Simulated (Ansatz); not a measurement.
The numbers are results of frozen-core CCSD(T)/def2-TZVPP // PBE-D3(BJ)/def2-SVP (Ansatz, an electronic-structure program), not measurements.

Ansatz 0.2 input:
```yaml
crystal:
  periodic: [false, false, false]
  atoms:
    - { symbol: Zn, position_ang: [0.004289, -0.042972, -0.025326] }
    - { symbol: O, position_ang: [1.59939, -0.519479, 0.631357] }
    - { symbol: H, position_ang: [2.328494, -0.353474, 0.006733] }
    - { symbol: C, position_ang: [-1.780264, 0.41721, -0.590332] }
    - { symbol: H, position_ang: [-2.021437, 1.469116, -0.335039] }
    - { symbol: H, position_ang: [-2.527682, -0.235975, -0.095197] }
    - { symbol: H, position_ang: [-1.894719, 0.293667, -1.686448] }
basis:
  gaussian: { orbitals: def2-TZVPP }
correlation:
  method: ccsd_t
```

Output:

```
Functional definition: HF
1147 factors; integrals over basis functions are off by at most 1.0e-3 eV
mean field evaluation 1: about -51504.6622 eV, gradient 4.6e1 eV
mean field evaluation 2: about -51504.8932 eV, gradient 4.6e1 eV
mean field evaluation 4: about -51508.8613 eV, gradient 5.0e0 eV
mean field evaluation 8: about -51508.9164 eV, gradient 7.5e-1 eV
mean field evaluation 16: about -51504.6625 eV, gradient 4.6e1 eV
mean field -51508.91744986 eV, -1892.9178022840 hartree, gradient 1.2e-6 eV, S^2 0.000000; 0 other end points of the search recorded, 0 dependent functions left out
7 core orbitals not correlated
reference -51508.91744986 eV, -1892.9178022840 hartree; 17, 17 occupied and 158, 158 virtual orbitals, 1147 factors
second order -34.74214145 eV of doubles, -0.00000000 eV of singles
cycle   1  -31.37284540 eV  change     3.4e0 eV  update   1.6e-1
cycle   2  -32.62438322 eV  change    -1.3e0 eV  update   7.9e-2
cycle   3  -32.87953294 eV  change   -2.6e-1 eV  update   2.5e-2
cycle   4  -32.83858813 eV  change    4.1e-2 eV  update   1.0e-2
cycle   5  -32.81596304 eV  change    2.3e-2 eV  update   3.8e-3
cycle   6  -32.81997397 eV  change   -4.0e-3 eV  update   1.5e-3
cycle   7  -32.82022069 eV  change   -2.5e-4 eV  update   5.7e-4
cycle   8  -32.81917532 eV  change    1.0e-3 eV  update   1.8e-4
cycle   9  -32.81932077 eV  change   -1.5e-4 eV  update   6.1e-5
cycle  10  -32.81942167 eV  change   -1.0e-4 eV  update   2.5e-5
cycle  11  -32.81936369 eV  change    5.8e-5 eV  update   1.2e-5
cycle  12  -32.81935419 eV  change    9.5e-6 eV  update   5.3e-6
perturbative correction -0.94000589 eV, -0.0345445794 hartree
Total energy: -51542.67680994 eV, -1894.1584358840 hartree
```

Cost: very roughly 90 core-seconds.
